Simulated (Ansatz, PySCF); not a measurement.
Dimer: C2H2 (SMILES C#C) (first 4 atoms) with GeH4 (SMILES [GeH4]); geometry from B3LYP-D3(BJ)/def2-TZVP.
(charge 0, multiplicity 1):
```json
[
 {"atom": "C", "x (Å)": "0.6088", "y (Å)": "0.3271", "z (Å)": "-0.0053"},
 {"atom": "C", "x (Å)": "-0.5606", "y (Å)": "0.0734", "z (Å)": "-0.0210"},
 {"atom": "H", "x (Å)": "1.6472", "y (Å)": "0.5519", "z (Å)": "0.0136"},
 {"atom": "H", "x (Å)": "-1.5990", "y (Å)": "-0.1521", "z (Å)": "-0.0326"},
 {"atom": "Ge", "x (Å)": "-0.0201", "y (Å)": "-0.1596", "z (Å)": "3.7048"},
 {"atom": "H", "x (Å)": "-0.9554", "y (Å)": "0.9912", "z (Å)": "3.3104"},
 {"atom": "H", "x (Å)": "1.4059", "y (Å)": "0.1445", "z (Å)": "3.2244"},
 {"atom": "H", "x (Å)": "-0.5105", "y (Å)": "-1.4691", "z (Å)": "3.0725"},
 {"atom": "H", "x (Å)": "-0.0163", "y (Å)": "-0.3070", "z (Å)": "5.2364"}
]
```

Basis-set superposition error: the interaction energy with monomers in their own basis, and in the dimer's basis (counterpoise).

The values were computed with Ansatz (a program for electronic structure) with Gaussian orbitals; PySCF for 6-31G* rows, M06-2X. Values without a source in brackets are computed.

```tsv
level	uncorrected (meV)	counterpoise (meV)	difference
HF/aug-cc-pVDZ	15.3	26.3	10.9
SVWN5/def2-TZVPPD	-82.3	-77.4	5.0
BLYP/def2-TZVPPD	36.0	40.9	4.9
r2SCAN/def2-TZVPPD	-35.6	-31.5	4.2
B3LYP/6-31G*	-16.5	29.5	46.0
B3LYP/def2-TZVPPD	16.2	20.5	4.3
M06-2X/def2-TZVPPD	-61.3	-56.4	4.8
wB97X-V/def2-TZVPPD	-55.6	-51.5	4.1
B2PLYP/def2-TZVPPD	-13.5	-5.9	7.7
CCSD(T)/aug-cc-pVDZ	-70.0	-36.2	33.8
```

The error is largest for B3LYP/6-31G* (46.0 meV) and smallest for wB97X-V/def2-TZVPPD (4.1 meV).
